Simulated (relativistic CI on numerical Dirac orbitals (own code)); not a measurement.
**Cr6+ in a cubic cluster: L2,3 absorption with charge transfer**

Computed with a charge-transfer multiplet model of a cubic metal-ligand cluster with up to 2 ligand holes, Slater and spin-orbit integrals from Dirac-Coulomb-Breit ions, Slater integrals scaled by 0.7. The parameters are those of a tetrahedral site (10Dq negative, t2 hopping the larger). The ground state mixes d0 with configurations of k ligand holes L, whose averages lie at kΔ + k(k − 1)U_dd/2; a core hole lowers each added d electron by U_cd. 20 K, Lorentzian 0.4 eV and Gaussian 0.3 eV FWHM.

Atomic integrals in eV (Slater integrals scaled, ζ unscaled), ground: F2dd 8.205, F4dd 5.167, zeta_d 0.039; with the core hole: F2dd 8.205, F4dd 5.167, zeta_d 0.067, zeta_core 5.615, F2cd 6.030, G1cd 4.759, G3cd 2.711. Where a configuration has fewer than two d electrons, the dd integrals are those of d2.

Cluster parameters (eV): Δ = 0.2, U_cd = 7.1, 10Dq = -0.3, 10Dq(ligand) = 0, V(eg) = 0.97, V(t2g) = -1.66, final-state hopping factor = 0.8.

| Case | n_d | d0 | d1L | d2L2 | S |
| --- | --- | --- | --- | --- | --- |
| U_dd = 4.2 eV | 0.89 | 0.28 | 0.55 | 0.17 | 0.00 |
| U_dd = 5.6 eV | 0.83 | 0.31 | 0.56 | 0.14 | 0.00 |
| U_dd = 7 eV | 0.79 | 0.33 | 0.56 | 0.11 | 0.00 |

Weights, n_d and S are thermal averages at 20 K. Photon energies count from the first peak over 30 % of the highest in each spectrum, which can be another peak from case to case. The parameters are a model scan and need not match a compound or its usual spin state. Peaks in eV (height, largest 100):
- U_dd = 4.2 eV: 0.0 (41), 0.7 (59), 1.5 (61), 6.7 (16), 8.1 (100), 10.0 (89), 15.5 (7), 16.7 (9)
- U_dd = 5.6 eV: 0.0 (54), 0.8 (48), 1.7 (49), 3.4 (10), 6.3 (10), 7.9 (100), 9.8 (57)
- U_dd = 7 eV: 0.0 (44), 2.0 (21), 6.3 (6), 8.0 (100), 9.8 (30)

A d0 ion has no d-d gap: its lowest excitations are ligand-to-metal charge transfer. With the core hole the configuration with one ligand hole lies at Δ + U_dd − U_cd = -2.7, -1.3, 0.1 eV from the one without, in the order of the table; where this is negative the screened configuration lies lower, though the effective hopping of about 3.4 eV (from the holes of the mixed ground state) mixes the two strongly wherever it is as large as the gap.

With at most 2 ligand holes the space is cut while the next configuration still counts, so covalency is underestimated, and a final configuration with one more ligand hole, which can lie low, is missing from the spectra.
